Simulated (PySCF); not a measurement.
Match the calculated data to a structure.

All candidates are C6H9F.

* NMR, other nuclei: isotropic shieldings of nuclei other than C and H, by class: 432 (1 F) ppm [GIAO PBE0/pcSseg-1]
* Rotational structure: rotational constants A, B, C: 6.215, 1.112, 0.955 GHz [GFN2-xTB]
* Dipole: 1.37 D [PBE0/pcSseg-1]
* 13C NMR: chemical shifts (computed TMS as zero) by class: 136.0 (1 C), 135.7 (1 C), 135.4 (1 C), 129.5 (1 C), 86.8 (1 C), 16.9 (1 C) ppm [GIAO PBE0/pcSseg-1]
* 1H NMR: chemical shifts (computed TMS as zero) by class: 7.13 (1 H), 6.26 (1 H), 5.78 (1 H), 5.64 (1 H), 5.46 (2 H), 1.99 (3 H) ppm [GIAO PBE0/pcSseg-1]

Gas-phase values; electronic properties from PySCF, density fitting. Levels stand in brackets. Geometry: GFN2-xTB, one conformer, isolated molecule. NMR classes are plain means over equivalent atoms (diastereotopic ones count apart unless rotation or inversion swaps them), as if these changed places fast.

Problem. Which candidate is it?
A. `C/C=C\C=C\CF`
B. `C=C1CCC[C@@H]1F`
C. `C[C@@H]1C=C(F)CC1`

Solution. A. It is `C/C=C\C=C\CF`. Numbering: `[CH3:1]/[CH:2]=[CH:3]\[CH:4]=[CH:5]\[CH2:6][F:7]`. Its formula, C6H9F, gives 2 degrees of unsaturation: 0 rings and 2 π bonds in the structure found. 6 carbons fall into 6 classes; from least to most shielded: alkene CH carbon [C5] (136.0 ppm), alkene CH carbon [C2] (135.7 ppm), alkene CH carbon [C3] (135.4 ppm), alkene CH carbon [C4] (129.5 ppm), sp3 C–F carbon [C6] (86.8 ppm), allylic carbon [C1] (16.9 ppm). Hydrogen classes from least to most shielded: 1 H on an alkene CH carbon, C4 (7.13 ppm), 1 H on an alkene CH carbon, C3 (6.26 ppm), 1 H on an alkene CH carbon, C2 (5.78 ppm), 1 H on an alkene CH carbon, C5 (5.64 ppm), 2 H on an sp3 C–F carbon, C6 (5.46 ppm), 3 H on an allylic carbon, C1 (1.99 ppm, a mean of values up to 0.6 ppm apart in this geometry). The other shieldings belong to: 432 ppm, alkyl fluorine [F7]. The optimised geometry has point group Cs and is an asymmetric top.

The others, at the same levels:
- `C[C@@H]1C=C(F)CC1` fails: its computed 13C shifts are 172.3 (1 C), 114.8 (1 C), 39.4 (1 C), 34.3 (1 C), 31.8 (1 C), 25.1 (1 C) ppm, 1H shifts are 5.00 (1 H), 2.94 (1 H), 2.73 (1 H), 2.43 (1 H), 2.13 (1 H), 1.36 (1 H), 1.10 (3 H) ppm and rotational constant A is 5.265 GHz (against 6.215 GHz).
- `C=C1CCC[C@@H]1F` fails: its computed 13C shifts are 159.2 (1 C), 119.4 (1 C), 98.1 (1 C), 37.3 (1 C), 34.8 (1 C), 24.6 (1 C) ppm, 1H shifts are 5.84 (1 H), 5.73 (1 H), 5.50 (1 H), 2.71 (1 H), 2.45 (1 H), 2.26 (1 H), 1.86 (1 H), 1.79 (1 H), 1.47 (1 H) ppm and rotational constant A is 3.494 GHz (against 6.215 GHz).

Each candidate is one conformer, not necessarily the lowest. The conformers computed, where there is a choice (atom-mapped SMILES and torsion angles):
- `[CH3:1]/[CH:2]=[CH:3]\[CH:4]=[CH:5]\[CH2:6][F:7]`: C2–C3–C4–C5 180°, C4–C5–C6–F7 0°

The conformers of `C[C@@H]1C=C(F)CC1` and `C=C1CCC[C@@H]1F` aren't listed.
